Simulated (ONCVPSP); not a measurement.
**Ta: excitation energies, all-electron against ONCV**

- Element: Ta
- Generator: ONCVPSP 4.0.1
- Type: optimised norm-conserving Vanderbilt (ONCV)
- Functional: LDA (Perdew-Wang 92)
- Relativity: scalar-relativistic
- Frozen core: [Kr] 4d10 4f14
- Valence charge: 13
- Reference configuration: 5s2 5p6 5d3 6s1.5 (charge +0.5)
- Partial waves: 5s+6s: rc 2.10 bohr, ncon 4, nbas 8, qcut 5 1/bohr, 2 projectors; 5p: rc 1.45 bohr, ncon 3, nbas 6, qcut 5.5 1/bohr, 2 projectors, debl 2.5 Ha; 5d: rc 3.00 bohr, ncon 4, nbas 8, qcut 5.5 1/bohr, 2 projectors, debl 0.5 Ha
- Local potential: polynomial inside 1.45 bohr (lpopt 2, dvloc0 0 Ha)
- Core correction: Teter function, fcfact 5.25, rcfact 1.15

Energies are relative to the spin-unpolarised reference configuration 5s2 5p6 5d3 6s1.5; without spin polarisation the order of configurations can differ from experiment.

Task: Give the all-electron excitation energy and the error of the potential for: 5s2 5p6 5d3 6s2; 5s2 5p6 5d3 6s1; 5s2 5p6 5d3 6s0; 5s2 5p6 5d3.5 6s1.5.

Result:

```tsv
valence configuration	charge	ΔE all-electron (eV)	error AE − PS (meV)
5s2 5p6 5d3 6s2	0	-3.559	+1.2
5s2 5p6 5d3 6s1	+1	5.134	-2.0
5s2 5p6 5d3 6s0	+2	20.435	-11
5s2 5p6 5d3.5 6s1.5	0	-2.578	+0.7
```
